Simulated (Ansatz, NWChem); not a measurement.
**H2Se (hydrogen selenide): from total energies to a heat of formation**

H2Se: 3 atoms, total charge 0, spin state singlet. SMILES: `[SeH2]`. The shape is that of a PBE0-D4/def2-TZVP optimisation.

```tsv
atom	x (Å)	y (Å)	z (Å)
Se	0.5607	-0.2747	0.2802
H	0.0454	1.0919	0.1439
H	-0.6061	-0.8172	-0.4241
```

Total energies at PBE0/def2-TZVPPD (NWChem 7.3.0); the atoms run unrestricted:

| species | state | energy (Eh) |
| --- | --- | --- |
| H2Se | singlet | -2402.463623 |
| Se | triplet | -2401.205418 |
| H | doublet | -0.501036 |

Harmonic wavenumbers at PBE0-D4/def2-TZVP, in cm⁻¹: 1062, 2455, 2468.

Measured heats of formation of the gaseous atoms at 298.15 K, in kJ/mol: Se 227.1, H 218.0. Spin-orbit lowering of the atoms at 298 K (mean of the ground term's levels less their thermal mean, from spectra), in kJ/mol: Se 11.30. Take 1 Eh = 2625.50 kJ/mol, 1 cm⁻¹ = 0.0119627 kJ/mol, RT = 2.479 kJ/mol.

Q: Work out the heat of formation of the gas at 298 K.

A: 
1. Electronic atomisation energy: (-2401.205418) + 2 × (-0.501036) − (-2402.463623) = 0.256133 Eh = 672.5 kJ/mol.
2. Zero-point energy: half the sum of the wavenumbers, 2992.5 cm⁻¹ = 35.8 kJ/mol.
3. Thermal vibrational enthalpy, Σ hcν̃/(exp(hcν̃/kT) − 1): 0.1 kJ/mol. Translation, rotation and pV of a non-linear molecule: 4 RT = 9.9 kJ/mol.
4. The 3 free atoms carry 5/2 RT each: 18.6 kJ/mol.
5. Spin-orbit coupling lowers the free atoms by 11.30 = 11.3 kJ/mol.
6. Atomisation enthalpy at 298 K: 672.5 − 11.3 − 35.8 − 0.1 − 9.9 + 18.6 = 634.0 kJ/mol.
7. Sum of the atoms' heats of formation: 663.1 kJ/mol. Heat of formation: 663.1 − 634.0 = +29.1 kJ/mol.

The tabulated value is +29.7 kJ/mol (CRC Handbook of Chemistry and Physics), so this level is off by -0.6 kJ/mol, or 0.1 % of the atomisation enthalpy that the table implies (633.4 kJ/mol). Relativity is left out. Anharmonicity and any spin-orbit splitting of the molecule are left out.
